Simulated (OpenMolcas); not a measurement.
# Cl III: Slater's ratio, worked from levels

| Quantity | Value |
| --- | --- |
| Program | OpenMolcas |
| Basis | ANO-RCC-VDZP [4s3p1d] |
| Scalar Hamiltonian | DKH2, point nucleus |
| Active space | 5 electrons in 4 orbitals (3s 3p) |
| State averaging | 2S+1 = 4 odd, 1 root; 2S+1 = 2 odd, 11 roots; 2S+1 = 4 even, 3 roots; 2S+1 = 2 even, 9 roots |
| Spin-orbit coupling | RASSI with atomic mean-field integrals over the reference wave functions, term energies averaged over their components |

Methods: CASSCF; MS-CASPT2, IPEA 0.25 Eh, imaginary shift 0.1 Eh (closed shells correlated: 2s 2p). Measured levels: Moore, Atomic Energy Levels, vol. I, NSRDS-NBS 35 (1971 reprint of NBS Circular 467, 1949).

**Slater's ratio.** With one set of orbitals, p3 has 2D* - 4S* = 9 F2 and 2P* - 2D* = 6 F2 (F2 = F²/25), a ratio of 2/3. Term energies are centres of gravity, weighted by 2J + 1.

```json
{"Source": "CASSCF", "2D* - 4S*": "22615", "2P* - 4S*": "31295", "F2 from the first": "2513", "Ratio": "0.384"}
{"Source": "MS-CASPT2", "2D* - 4S*": "20888", "2P* - 4S*": "32010", "F2 from the first": "2321", "Ratio": "0.532"}
{"Source": "measured", "2D* - 4S*": "18093", "2P* - 4S*": "29875", "F2 from the first": "2010", "Ratio": "0.651"}
```

Energies in cm-1. A ratio away from 2/3 shows effects beyond one configuration with one set of orbitals, and in heavier atoms second-order spin-orbit shifts. In CASSCF the valence s occupation is 1.95 in 2P* against 2.00 in 2D*: mixing out of s² acts most on 2P* and pulls it down.

CASPT2 breaks the degeneracy within a term, and the mean is taken; among the terms shown or strongly mixed into the levels shown the widest spread is 1000 cm-1 (3s2 3p3 2D*, MS-CASPT2). Over all roots computed the reference weight is 0.88 to 0.97 in MS-CASPT2; the roots of lowest weight are the least certain, and an intruder state may touch them. Some terms miss by over 15 % even with CASPT2, which points to a basis or an active space too small for the shells correlated (holds for MS-CASPT2). Computed and measured levels are paired by configuration, term and J; levels that our copy of the source lacks, or whose pairing is in doubt (as where it misses far off the trend of its configuration), stay unpaired and out of the deviations. Levels of configurations outside the active space are missing.

* marks odd parity.
